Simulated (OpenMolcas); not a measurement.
Multiplet structure of Pd V

```yaml
Program: OpenMolcas 26.06
Method: "XMS-CASPT2, IPEA 0.25 Eh, imaginary shift 0.1 Eh (closed shells correlated: 4s 4p)"
Basis: ANO-RCC-VTZP [7s6p4d2f1g]
Scalar_Hamiltonian: DKH2, point nucleus
Active_space: 6 electrons in 5 orbitals (4d)
State_averaging: 2S+1 = 5 even, 5 roots; 2S+1 = 3 even, 45 roots; 2S+1 = 1 even, 50 roots
Spin-orbit_coupling: RASSI with atomic mean-field integrals over the reference wave functions, term energies averaged over their components
```

With spin-orbit coupling, above the lowest level:

```csv
Configuration,Term,J,E (cm⁻¹),g,Term weight %,Second
4d⁶,⁵D,4,0.0,1.495,97,2 ³F(1)
4d⁶,⁵D,3,2070,1.497,99,
4d⁶,⁵D,2,3160,1.497,97,2 ³P(1)
4d⁶,⁵D,1,3920,1.498,97,3 ³P(1)
4d⁶,⁵D,0,4280,,97,3 ³P(1)
4d⁶,³H,4,19490,1.021,36,31 ³F(1)
4d⁶,³P(1),2,19520,1.480,92,3 ³D
4d⁶,³H,6,20170,1.160,96,4 ¹I
4d⁶,³H,5,20460,1.075,75,25 ³G
4d⁶,³F(1),3,22470,1.019,78,21 ³G
4d⁶,³H,4,22880,1.019,52,46 ³F(1)
4d⁶,³F(1),2,23180,0.687,94,5 ¹D(1)
4d⁶,³P(1),1,25190,1.430,89,7 ³D
4d⁶,³G,5,25480,1.159,75,25 ³H
4d⁶,³P(1),0,25890,,77,20 ¹S(1)
4d⁶,³G,4,26940,1.060,77,12 ³F(1)
4d⁶,³G,3,27420,0.823,78,21 ³F(1)
4d⁶,³D,2,29980,1.166,87,6 ¹D(1)
4d⁶,³D,1,30540,0.577,92,8 ³P(1)
4d⁶,³D,3,30650,1.324,96,
4d⁶,¹I,6,31310,1.007,96,4 ³H
4d⁶,¹G(1),4,33540,1.007,85,8 ³F(1)
4d⁶,¹S(1),0,37320,,73,17 ³P(1)
4d⁶,¹D(1),2,37390,1.012,85,7 ³D
4d⁶,¹F,3,41110,1.010,88,11 ³F(2)
4d⁶,³P(2),0,46590,,89,7 ¹S(1)
4d⁶,³P(2),1,47820,1.497,99,
4d⁶,³F(2),4,49520,1.240,96,3 ¹G(2)
4d⁶,³F(2),2,49710,0.673,98,
4d⁶,³F(2),3,50840,1.078,88,10 ¹F
4d⁶,³P(2),2,51580,1.487,97,2 ¹D(1)
4d⁶,¹G(2),4,56410,1.010,95,4 ³F(2)
4d⁶,¹D(2),2,73010,1.000,99,
4d⁶,¹S(2),0,95140,,99,
```

Spin-orbit coupling puts the lowest level 2387 cm⁻¹ below the lowest spin-free term.

A least-squares Racah fit to the terms below 60000 cm-1, each weighted by 2L + 1 and with a free common offset, gives B = 818 cm-1 and C = 3738 cm-1 (C/B = 4.57), with an rms deviation of 613 cm-1.

For ⁵D the intervals divided by the larger J are -357.3, -384.4, -361.7, -517.6 cm-1. Landé's interval rule makes them equal in pure LS coupling; they differ by 40 % of their mean. The multiplet is inverted.

CASPT2 breaks the degeneracy within a term, and the mean is taken; among the terms shown or strongly mixed into the levels shown the widest spread is 1400 cm-1 (4d⁶ ³H). The CASPT2 spread within a term exceeds the gap to the next term for 4d⁶ ³H and 4d⁶ ³P(1), 4d⁶ ³P(1) and 4d⁶ ³F(1), 4d⁶ ³D and 4d⁶ ¹I and others, so the order of their levels is uncertain, and so are names and mixing where such terms share a J. Only configurations of the active space appear.

The term weight is that of the spin-free term in the level, not the purity of its configuration. A number in round brackets counts repeated terms of one configuration in the order of the reference energies.
